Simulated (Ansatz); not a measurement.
System: H3Ge, doublet: umbrella (inversion) coordinate, bond length relaxed. Scanned: angle between the Ge-H bonds and the threefold axis (90 = planar). Other coordinates (Ge-H bond length) were minimised at B3LYP/def2-TZVP.

Calculation: full CI/cc-pVDZ, cores with 3d frozen run with Ansatz (a quantum-chemistry and plane-wave program).

Scanned values (°): 93.28, 96.52, 99.48, 102.30, 104.59, 108.01, 111.13, 113.52, 116.46, 119.71, 122.83, 125.91, 128.73, 132.

Task: Locate the minima and the barriers on this grid.

Result: Lower than their neighbours: 108.01° (0.0 kJ/mol). Higher than their neighbours: 93.28° (21.8 kJ/mol, end of the scan), 132° (149.7 kJ/mol, end of the scan). The whole profile spans 149.7 kJ/mol.

The scan ran from 90.0 to 132.0; beyond the range shown the relaxed coordinates jump or full CI changes its symmetry label.
